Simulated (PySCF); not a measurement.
Work out the structure from these simulated measurements.

Formula: BrGeH4N.

| Quantity | Value |
| --- | --- |
| Rotational structure | rotational constants A, B, C: 12.074, 1.823, 1.633 GHz [PBE0-D3(BJ)/def2-SVP] |
| XPS | N1s 405.0 eV [ΔSCF SCAN, pcX-2 on the ionised atom, pcseg-1 elsewhere, spin-free X2C] |
| Valence photoelectron | vertical ionisation energy: 9.93 eV [ΔSCF PBE0/def2-SVPD] |
| Couplings | largest of the computed one-bond spin–spin couplings (means over like bonds): 15N–1H -73.1 (×2) Hz [B3LYP/pcJ-1 (pcSseg-1 on Br, pcSseg-1 on Ge)] |
| Triplet | lowest triplet excitation (Tamm–Dancoff): 5.64 eV [TDA PBE0/def2-SVPD] |
| Dipole | 1.73 D [PBE0/def2-SVPD] |
| Polarisability | 62.7 au [PBE0/def2-SVPD] |
| UV, first state | lowest singlet excitation: 6.28 eV (197 nm, f = 0.032) [TDDFT PBE0/def2-SVPD] |
| UV, strongest line | among the 10 lowest singlet transitions: S4 at 6.92 eV (179 nm, f = 0.157) [TDDFT PBE0/def2-SVPD] |

Electronic properties: PySCF, gas phase, density fitting. Levels stand in brackets. Isolated species at its PBE0-D3(BJ)/def2-SVP geometry (one conformer only). Relativistic effects, spin–orbit coupling among them, are left out (core-ionisation runs apart) although an element past zinc is present.

Q: Propose a structure and show how it fits.

A: Numbering: `[NH2:1][GeH2:2][Br:3]`. The couplings run between: -73.1 Hz, nitrogen bonded to Ge and 2 H [N1] and its hydrogen (with 1 like pair). The core levels belong to: N1s 405.0 eV, nitrogen bonded to Ge and 2 H [N1]. No core level of Br or Ge was computed. S1 is mainly HOMO→LUMO (weight 0.84); the largest Löwdin shares of the orbital it empties are 0.47 on the nitrogen bonded to Ge and 2 H, 0.41 on the bromine bonded to Ge and 0.04 on each of 2 atoms of one kind (N–H hydrogen), of the orbital it fills 0.39 on the bromine bonded to Ge, 0.30 on the germanium bonded to Br, N and 2 H and 0.11 on each of 2 atoms of one kind (Ge–H hydrogen). The optimised geometry has point group Cs and is an asymmetric top. Structure: `[NH2][GeH2][Br]`. The assignments are read from this structure; whether some other isomer fits the data as well wasn't checked.

The values belong to the conformer `[NH2:1][GeH2:2][Br:3]`: H–N1–Ge2–Br3 -64°, H–N1–Ge2–Br3 64°.
